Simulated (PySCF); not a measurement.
**Which determinant of MgCd⁺ lies lowest?**

Unrestricted PBE0; basis Mg def2-SVPD, Cd def2-SVPD with ECP28; scalar-relativistic core potentials; PySCF 2.14. Outer shells of the fragments: Mg+ 3s1; Cd 4d10 5s2.

Followed along the bond (rough minima from three points):

```json
{"2Ms+1": "2", "unpaired": "σ ↑", "⟨S²⟩ at the start": "0.76", "R at minimum (Å)": "2.95", "Te (eV)": "0.00"}
{"2Ms+1": "4", "unpaired": "σ ↑↑, π ↑", "⟨S²⟩ at the start": "3.75", "R at minimum (Å)": "none in the scan", "Te (eV)": "≤ 4.16"}
```

Solutions found at the starting distance of 2.855 Å, counted from the lowest of them; the search is not exhaustive and high or unbound solutions are not listed, so other states can lie among these:

```csv
2Ms+1,unpaired,term,E (eV),⟨S²⟩,⟨Lz²⟩,μ (D)
2,σ ↑,²Σ⁺,0.00,0.76,0.00,-5.60
2,π ↑,²Π,2.64,0.78,1.00,-5.92
4,"σ ↑↑, π ↑",⁴Π,4.26,3.75,1.00,-5.23
4,σ ↑↑↑,⁴Σ⁺,4.44,3.75,0.00,-4.25
2,"σ ↑↑, π ↓",mixed,5.13,1.75,1.00,-5.01
4,"σ ↑, π ↑↑",⁴Σ⁻,6.88,3.75,0.00,-5.91
```

A term symbol is given only where ⟨S²⟩ and ⟨Lz²⟩ are close to those of a pure state; real π, δ and φ orbitals otherwise mix terms. A positive dipole points towards Cd; it is taken about the centre of mass and depends on that origin.

Spin–orbit coupling is left out. Counting both spins, an empty level lies below a filled one in some of these solutions, because spin and occupation are held.
